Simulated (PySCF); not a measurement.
Compound: C₃H₇FSi.
Atom-mapped SMILES: `[CH3:1][Si@@H:2]1[CH2:3][C@@H:4]1[F:5]` (hydrogens: H6, H7, H8 on C1; H9 on Si2; H10, H11 on C3; H12 on C4)

The same species was optimised twice, with GFN2-xTB and with PBE0-D3(BJ)/def2-SVP (PySCF), and the same property calculations (PySCF, gas phase) were run on both structures.

| coordinate | GFN2-xTB | PBE0-D3(BJ)/def2-SVP | change |
| --- | --- | --- | --- |
| Si2–H9 (Å) | 1.454 | 1.487 | +0.033 |
| Si2–C4 (Å) | 1.899 | 1.875 | -0.024 |
| C1–Si2 (Å) | 1.887 | 1.866 | -0.021 |
| Si2–C3 (Å) | 1.888 | 1.869 | -0.019 |
| C3–H10 (Å) | 1.082 | 1.098 | +0.016 |
| C3–H11 (Å) | 1.081 | 1.096 | +0.015 |
| C1–H6 (Å) | 1.086 | 1.101 | +0.015 |
| C1–H7 (Å) | 1.086 | 1.100 | +0.014 |
| C1–H8 (Å) | 1.086 | 1.100 | +0.014 |
| C4–H12 (Å) | 1.085 | 1.099 | +0.014 |
| C4–F5 (Å) | 1.377 | 1.371 | -0.006 |
| C3–C4 (Å) | 1.533 | 1.526 | -0.007 |
| Si2–C3–H10 (°) | 119.6 | 115.6 | -4.0 |
| F5–C4–H12 (°) | 108.0 | 111.0 | +3.0 |
| Si2–C4–H12 (°) | 124.7 | 121.8 | -2.9 |
| C4–Si2–H9 (°) | 115.7 | 118.6 | +2.9 |
| Si2–C1–H6 (°) | 110.5 | 108.2 | -2.3 |
| C4–C3–H11 (°) | 115.4 | 117.4 | +2.0 |
| C1–Si2–H9 (°) | 119.5 | 117.7 | -1.8 |
| Si2–C3–H11 (°) | 122.1 | 123.7 | +1.6 |

Rotational constants: A = 5941, B = 2962, C = 2378 MHz (GFN2-xTB) against A = 5964, B = 3042, C = 2438 MHz (PBE0-D3(BJ)/def2-SVP). Point groups within 0.08 Å: C1 and C1.

On the GFN2-xTB structure: lowest singlet, TDDFT (eV) 6.11 [CAM-B3LYP/def2-SVPD]; lowest triplet, Tamm–Dancoff (eV) 5.17 [CAM-B3LYP/def2-SVPD]; isotropic polarisability (au) 63.4 [CAM-B3LYP/def2-SVPD]; HOMO (eV) -8.11 [CAM-B3LYP/def2-SVPD]; LUMO (eV) 1.08 [CAM-B3LYP/def2-SVPD]; dipole (D) 2.14 [CAM-B3LYP/def2-SVPD]; C1s of C1 (eV) 290.51 [delta-SCF UKS SCAN, pcX-2 on the ionised atom, pcseg-1 elsewhere, spin-free X2C]; Si1s of Si2 (eV) 1846.30 [delta-SCF UKS SCAN, pcX-2 on the ionised atom, pcseg-1 elsewhere, spin-free X2C]; Si2p of Si2 (eV) 106.77 [delta-SCF UKS SCAN, pcX-2 on the ionised atom, pcseg-1 elsewhere, spin-free X2C]; C1s of C3 (eV) 290.00 [delta-SCF UKS SCAN, pcX-2 on the ionised atom, pcseg-1 elsewhere, spin-free X2C]; C1s of C4 (eV) 291.90 [delta-SCF UKS SCAN, pcX-2 on the ionised atom, pcseg-1 elsewhere, spin-free X2C]; F1s of F5 (eV) 691.86 [delta-SCF UKS SCAN, pcX-2 on the ionised atom, pcseg-1 elsewhere, spin-free X2C].

Problem. What do these properties become on the PBE0-D3(BJ)/def2-SVP structure?

Solution. 
| property | level | on GFN2-xTB | on PBE0-D3(BJ)/def2-SVP | change |
| --- | --- | --- | --- | --- |
| lowest singlet, TDDFT (eV) | CAM-B3LYP/def2-SVPD | 6.11 | 6.15 | +0.04 |
| lowest triplet, Tamm–Dancoff (eV) | CAM-B3LYP/def2-SVPD | 5.17 | 5.24 | +0.07 |
| isotropic polarisability (au) | CAM-B3LYP/def2-SVPD | 63.4 | 63.6 | +0.2 |
| HOMO (eV) | CAM-B3LYP/def2-SVPD | -8.11 | -8.12 | -0.01 |
| LUMO (eV) | CAM-B3LYP/def2-SVPD | 1.08 | 1.12 | +0.04 |
| dipole (D) | CAM-B3LYP/def2-SVPD | 2.14 | 1.97 | -0.17 |
| energy, GFN2-xTB geometry as zero (kcal/mol) | CAM-B3LYP/def2-SVPD | 0.0 | -1.0 | -1.0 |
| C1s of C1 (eV) | delta-SCF UKS SCAN, pcX-2 on the ionised atom, pcseg-1 elsewhere, spin-free X2C | 290.51 | 290.54 | +0.03 |
| Si1s of Si2 (eV) | delta-SCF UKS SCAN, pcX-2 on the ionised atom, pcseg-1 elsewhere, spin-free X2C | 1846.30 | 1846.22 | -0.08 |
| Si2p of Si2 (eV) | delta-SCF UKS SCAN, pcX-2 on the ionised atom, pcseg-1 elsewhere, spin-free X2C | 106.77 | 106.71 | -0.06 |
| C1s of C3 (eV) | delta-SCF UKS SCAN, pcX-2 on the ionised atom, pcseg-1 elsewhere, spin-free X2C | 290.00 | 290.07 | +0.07 |
| C1s of C4 (eV) | delta-SCF UKS SCAN, pcX-2 on the ionised atom, pcseg-1 elsewhere, spin-free X2C | 291.90 | 292.00 | +0.10 |
| F1s of F5 (eV) | delta-SCF UKS SCAN, pcX-2 on the ionised atom, pcseg-1 elsewhere, spin-free X2C | 691.86 | 692.00 | +0.14 |

The heavy atoms differ by 0.022 Å rms after alignment. Among all bonds Si2–H9 changes most (+0.033 Å). Changes are differences of the printed values. Neither structure is proved a minimum here.
